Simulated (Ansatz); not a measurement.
```xyz
9

O    -2.2268    0.4951    1.2942
C    -1.4182    0.9821    0.5550
Ge    0.5190    0.4372    0.5289
Al    0.8268   -1.4340   -1.0722
H    -1.7322    1.7576   -0.1837
H     0.9114    0.1108    1.9796
H     1.3017    1.6913    0.0787
H     0.3108   -1.2485   -2.5607
H     1.5075   -2.7917   -0.6197
```

The species carries charge 0 and has multiplicity 1.

(1) List the ωB97M-V/def2-TZVPP orbital energies in eV (Ansatz 0.2.0). (Estimate.)

## Answers

(1) Computed: Occupied: -10866.35, -1532.76, -1362.24, -1209.97, -1209.96, -1209.96, -526.45, -284.03, -173.99, -123.24, -123.22, -123.20, -117.34, -77.02, -76.82, -76.79, -36.04, -36.04, -35.98, -35.96, -35.96, -32.42, -20.19, -17.79, -15.61, -14.45, -14.09, -13.71, -12.02, -11.12, -10.10, -8.96. Lowest empty: -0.69, 0.83, 1.71, 2.07, 2.47, 2.79, 3.69, 3.99.
